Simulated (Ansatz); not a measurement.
CS (SMILES [C-]#[S+]), singlet, at a GFN2-xTB geometry; CCSD(T)/aug-cc-pVDZ run with Ansatz (a program for electronic structure).

The Ansatz input:
Ansatz 0.2 input:
```yaml
crystal:
  periodic: [false, false, false]
  atoms:
    - {symbol: C, position_ang: [-0.00000000, -0.00000000, -1.10635751]}
    - {symbol: S, position_ang: [0.00000000, 0.00000000, 0.41488407]}
basis:
  gaussian:
    orbitals: aug-cc-pVDZ
magnetization: {spin_polarized: false}
correlation: {method: ccsd_t}
```

The log (banner, timings and long lists left out):

```
Functional definition: HF
522 factors; integrals over basis functions are off by at most 1.2e-3 eV
mean field evaluation 1: about -11845.6828 eV, gradient 8.4e0 eV
mean field evaluation 2: about -11845.6832 eV, gradient 8.4e0 eV
mean field evaluation 4: about -11846.0211 eV, gradient 2.2e0 eV
mean field evaluation 8: about -11846.0448 eV, gradient 1.4e-4 eV
mean field evaluation 16: about -11846.0441 eV, gradient 1.5e-1 eV
mean field -11846.04478047 eV, -435.3341161448 hartree, gradient 2.6e-6 eV, S^2 0.000000; 0 other end points of the search recorded, 0 dependent functions left out
6 core orbitals not correlated
reference -11846.04478047 eV, -435.3341161448 hartree; 5, 5 occupied and 39, 39 virtual orbitals, 522 factors
second order -6.88031395 eV of doubles, -0.00000000 eV of singles
cycle   1  -6.94779965 eV  change   -6.7e-2 eV  update   1.1e-1
cycle   2  -7.24893174 eV  change   -3.0e-1 eV  update   3.6e-2
cycle   3  -7.34532615 eV  change   -9.6e-2 eV  update   2.0e-2
cycle   4  -7.34181986 eV  change    3.5e-3 eV  update   5.0e-3
cycle   5  -7.34145305 eV  change    3.7e-4 eV  update   1.8e-3
cycle   6  -7.34124583 eV  change    2.1e-4 eV  update   4.5e-4
cycle   7  -7.34119601 eV  change    5.0e-5 eV  update   1.1e-4
cycle   8  -7.34121962 eV  change   -2.4e-5 eV  update   3.9e-5
cycle   9  -7.34120111 eV  change    1.9e-5 eV  update   1.1e-5
cycle  10  -7.34119589 eV  change    5.2e-6 eV  update   3.4e-6
perturbative correction -0.42264480 eV, -0.0155319098 hartree
Total energy: -11853.80862116 eV, -435.6194320276 hartree
```
